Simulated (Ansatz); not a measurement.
Relaxation of C$_{2}$H$_{10}$BNSi (15 atoms, charge 0, multiplicity 1), to a largest force component of 0.015 eV/Å in at most 40 steps.

All numbers below come from RKS B3LYP/def2-SVP (Ansatz).

```xyz
15
Properties=species:S:1:pos:R:3
C -1.315 0.630 1.543
Si -0.480 1.157 -0.040
B 0.572 -0.321 -0.706
C 0.709 -1.686 0.099
N 1.425 -0.172 -1.983
H -1.973 1.545 1.887
H -0.592 0.404 2.312
H -1.986 -0.176 1.324
H 0.400 2.329 0.272
H -1.463 1.526 -1.040
H 1.290 -2.418 -0.394
H -0.371 -2.110 0.171
H 0.965 -1.497 1.115
H 2.403 -0.404 -1.685
H 1.100 -0.917 -2.613
```

Question: Where does it end, and by what steps?

Answer: It converged. After 23 steps the energy has fallen by 1.905 eV; H14 moved furthest, 1.59 Å.

| step | energy less start (eV) | largest force component (eV/Å) | accepted |
| --- | --- | --- | --- |
| 0 | 0.0000 | 3.271 | yes |
| 1 | -0.4946 | 1.239 | yes |
| 2 | -0.6980 | 1.524 | yes |
| 3 | -0.8884 | 1.898 | yes |
| 4 | -1.1564 | 1.896 | yes |
| 5 | -1.4278 | 1.415 | yes |
| 6 | -1.6859 | 0.892 | yes |
| 7 | -1.8335 | 0.396 | yes |
| 8 | -1.8577 | 0.363 | yes |
| 9 | -1.8668 | 0.212 | yes |
| 10 | -1.8779 | 0.065 | yes |
| 11 | -1.8838 | 0.063 | yes |
| 12 | -1.8716 | 0.607 | no |
| 13 | -1.8877 | 0.047 | yes |
| 14 | -1.8902 | 0.148 | yes |
| 15 | -1.8919 | 0.153 | yes |
| 16 | -1.8953 | 0.154 | yes |
| 17 | -1.8976 | 0.138 | yes |
| 18 | -1.8997 | 0.122 | yes |
| 19 | -1.9020 | 0.104 | yes |
| 20 | -1.9036 | 0.083 | yes |
| 21 | -1.9044 | 0.067 | yes |
| 22 | -1.9048 | 0.037 | yes |
| 23 | -1.9049 | 0.014 | yes |

```xyz
15
Properties=species:S:1:pos:R:3
C -1.736 0.695 1.255
Si -0.260 1.140 0.140
B 0.704 -0.494 -0.611
C 1.231 -1.653 0.333
N 0.898 -0.571 -1.994
H -2.220 1.600 1.657
H -1.409 0.078 2.108
H -2.495 0.123 0.697
H 0.689 1.980 0.947
H -0.755 2.027 -0.971
H 1.749 -2.468 -0.203
H 0.397 -2.103 0.902
H 1.927 -1.255 1.093
H 1.378 -1.347 -2.443
H 0.584 0.137 -2.649
```

Whether the end is a true minimum wasn't checked by a vibrational analysis.

Time of the run: 72 s on 2 threads of Intel(R) Xeon(R) Platinum 8488C (Sapphire Rapids) (shared host), peak memory 0.31 GiB.
